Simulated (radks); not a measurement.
Values are calculated unless marked as measured or tabulated.
Orbital eigenvalues (eV) of the antimony ion Sb+, [Kr] 4d10 5s2 5p2, at several levels of relativity; Dirac values are averaged over j with weights 2j + 1. Spin-unpolarised spherical Kohn-Sham, PBE, point nucleus unless stated (finite: rms radius 4.6802 fm), a radial shooting solver on a logarithmic mesh with Libxc functionals. A level marked "c x" has the speed of light scaled by that factor and shares open shells by 2j + 1; other Dirac levels either fill j = l - 1/2 first or share by 2j + 1.

| shell | non-rel. | scalar-rel., finite nucleus | Dirac, 2j+1 shares | Dirac, 2j+1 shares, finite nucleus | change of magnitude, last against first (%) |
|---|---|---|---|---|---|
| 1s | -29179 | -30312 | -30294 | -30292 | +3.81 |
| 2s | -4343.6 | -4620.0 | -4615.6 | -4615.4 | +6.26 |
| 2p | -4070.2 | -4148.6 | -4150.6 | -4150.6 | +1.98 |
| 3s | -855.87 | -912.64 | -911.82 | -911.77 | +6.53 |
| 3p | -742.40 | -758.96 | -759.43 | -759.43 | +2.29 |
| 3d | -531.84 | -524.43 | -523.84 | -523.84 | -1.50 |
| 4s | -146.28 | -157.35 | -157.24 | -157.23 | +7.48 |
| 4p | -107.89 | -110.31 | -110.46 | -110.46 | +2.38 |
| 4d | -43.692 | -42.008 | -41.977 | -41.978 | -3.92 |
| 5s | -19.578 | -20.638 | -20.627 | -20.626 | +5.35 |
| 5p | -12.019 | -11.993 | -12.008 | -12.009 | -0.09 |
